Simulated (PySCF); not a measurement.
H3Sb, SMILES [SbH3+], charge +1, multiplicity 2.

Geometry optimised at PBE0-D3(BJ)/def2-TZVPD. The def2 effective core potentials stand for the cores of Sb; spin–orbit coupling is left out.

Method: TDA-CAM-B3LYP/def2-TZVPD in PySCF.

Vertical excitations; the highest root listed may be one member of a degenerate set. The molecule is in vacuum.

| state | energy (eV) | λ (nm) | f | main pairs |
|---|---|---|---|---|
| root 1 | 4.30 | 289 | 0.005 | β HOMO→LUMO (degenerate set) |
| root 2 | 4.30 | 289 | 0.005 | β HOMO−1→LUMO (degenerate set) |
| root 3 | 6.03 | 206 | 0.000 | α HOMO→LUMO 97 % |
| root 4 | 6.46 | 192 | 0.033 | α HOMO→LUMO+2 (degenerate set) |
| root 5 | 6.46 | 192 | 0.033 | α HOMO→LUMO+1 (degenerate set) |
| root 6 | 8.01 | 155 | 0.001 | α HOMO−1→LUMO, β HOMO→LUMO+1 (degenerate set) |
| root 7 | 8.01 | 155 | 0.001 | α HOMO−2→LUMO, β HOMO−1→LUMO+1 (degenerate set) |
| root 8 | 8.60 | 144 | 0.002 | α HOMO−2→LUMO+2 24 %, α HOMO−1→LUMO+1 24 %, β HOMO−1→LUMO+3 19 %, β HOMO→LUMO+2 19 %, β HOMO−2→LUMO 6 % |
| root 9 | 9.05 | 137 | 0.204 | α HOMO→LUMO+3 94 % |
| root 10 | 9.30 | 133 | 0.000 | α HOMO−2→LUMO+1 25 %, α HOMO−1→LUMO+2 25 %, β HOMO−1→LUMO+2 24 %, β HOMO→LUMO+3 24 % |
Unrestricted roots are not spin-pure.
